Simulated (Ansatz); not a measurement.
Gas-phase electronic energies from Ansatz, PBE0-D4/def2-TZVP geometries. CCSD(T)/CBS is the MP2 limit (def2-TZVPP, def2-QZVPP) plus CCSD(T) − MP2 in def2-TZVPP, frozen cores. This one scheme is used for every species. DFT in def2-TZVPP. B3LYP here is the variant with VWN-RPA as its local correlation; programs differ in this. Each species was taken in one conformer, which may not be the lowest.

Consider the cleavage of the Al–B bond: `F[B](F)[AlH2]` + `O=CN[SiH3]` → `O=C[N]([AlH2])[SiH3]` + `FBF`.

**Question.** Is it downhill or uphill in electronic energy at CCSD(T)/CBS, and by how much? (Best estimate.)

**Answer.** Ansatz gave: Downhill: ΔE = -30.7 kcal/mol.

**Question.** What do these levels give: r2SCAN-D4, PBE0-D4, B3LYP-D4, ωB97M-V, B2PLYP, PBE, r2SCAN, SCS-MP2/def2-TZVPP, CCSD/def2-TZVPP, CCSD(T)/def2-TZVPP, MP2/CBS(def2), CCSD/CBS(def2)? (Estimate.)

**Answer.** Ansatz gave: r2SCAN-D4 -29.7, PBE0-D4 -27.7, B3LYP-D4 -29.5, ωB97M-V -30.1, B2PLYP -30.2, PBE -25.3, r2SCAN -29.4, SCS-MP2/def2-TZVPP -32.7, CCSD/def2-TZVPP -30.7, CCSD(T)/def2-TZVPP -31.1, MP2/CBS(def2) -33.3, CCSD/CBS(def2) -30.3 kcal/mol.

Largest T1 diagnostic among the species: 0.015.

The D4 term adds −1.8 kcal/mol with B3LYP and −1.0 kcal/mol with PBE0; it sums over pairs of atoms, weighted by their polarisabilities, and B3LYP, whose exchange is more repulsive, gets the larger term. From PBE to PBE0 (25 % exact exchange), in def2-TZVPP and without D4, ΔE moves by −1.4 kcal/mol. In def2-TZVPP, CCSD(T) changes the Hartree–Fock value by −1.3 kcal/mol (the triples alone add −0.4 kcal/mol) and MP2 by −3.9 kcal/mol.
